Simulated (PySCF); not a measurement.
**A series of derivatives of [SiH3]OCC1(Cl)CC1**

Parent skeleton `[SiH3:1][O:2][CH2:3][C:4]1([Cl:5])[CH2:6][CH2:7]1`; one hydrogen on atom 6 is replaced by X. Hydrogens on one atom are averaged.

- shieldings: GIAO PBE0/pcSseg-1
- geometry from GFN2-xTB
- run in PySCF
- gas phase, one conformer, equivalent nuclei averaged, relativity neglected

Referencing at the same level of theory: 29Si, 13C, 1H vs TMS; 17O against H2O; 35Cl vs HCl.

Parent (X = H): Si1 -34.7, O2 14.2, C3 69.1, C4 46.4, Cl5 148.3, C6 13.6, C7 13.6, H(Si1) 4.88, H(C3) 3.99 ppm. Effects are Δδ = δ(X) − δ(H), positive for deshielding.

Problem. Give Δδ (ppm) for X = OCHO, OCH3, CH2OCH3, COCH3, allyl, C2H5, CHO, CH2SiH3, OC2H5.

Solution. 
| X | SMILES | Si1 | O2 | C3 | C4 | Cl5 | C6 | C7 | H(Si1) | H(C3) |
| --- | --- | --- | --- | --- | --- | --- | --- | --- | --- | --- |
| OCHO | O=CO[C@@H]1C[C@@]1(Cl)CO[SiH3] | +1.7 | -1.0 | -0.6 | +3.2 | -30.2 | +42.3 | +5.1 | +0.01 | +0.13 |
| OCH3 | CO[C@@H]1C[C@]1(Cl)CO[SiH3] | -3.9 | -6.4 | +2.5 | +6.2 | +42.7 | +56.1 | +8.8 | +0.17 | +0.28 |
| CH2OCH3 | COC[C@@H]1C[C@]1(Cl)CO[SiH3] | -2.2 | +7.4 | +0.0 | +2.1 | +29.7 | +16.1 | +4.9 | -0.01 | +0.26 |
| COCH3 | CC(=O)[C@@H]1C[C@@]1(Cl)CO[SiH3] | -0.7 | +4.6 | +9.9 | +10.8 | +2.8 | +20.5 | +10.2 | +0.08 | -0.10 |
| allyl | C=CC[C@@H]1C[C@@]1(Cl)CO[SiH3] | +0.3 | +0.0 | +0.8 | +6.6 | -41.6 | +9.9 | +5.3 | -0.01 | +0.04 |
| C2H5 | CC[C@@H]1C[C@]1(Cl)CO[SiH3] | -2.8 | +3.2 | +7.3 | +5.9 | +51.1 | +19.9 | +11.3 | +0.01 | -0.02 |
| CHO | O=C[C@@H]1C[C@]1(Cl)CO[SiH3] | -0.1 | +0.4 | -0.4 | +17.3 | +58.1 | +24.7 | +15.1 | -0.11 | +0.14 |
| CH2SiH3 | [SiH3]C[C@@H]1C[C@]1(Cl)CO[SiH3] | -5.1 | -1.9 | +6.5 | +6.5 | +59.9 | +15.4 | +11.1 | +0.19 | +0.29 |
| OC2H5 | CCO[C@@H]1C[C@@]1(Cl)CO[SiH3] | +0.7 | -0.7 | +0.9 | +4.5 | -46.2 | +46.6 | +6.6 | -0.03 | +0.03 |

Problem. Which position responds most, and to which substituents?

Solution. Cl5: from -46.2 ppm with OC2H5 to +59.9 ppm with CH2SiH3.

Unscaled 17O shifts of doubly bonded oxygen tend to come out too high, by tens of ppm or more. Experimental scales use liquid or dissolved standards, which lie at an offset from isolated H2O (liquid H2O: subtract about 36 ppm).
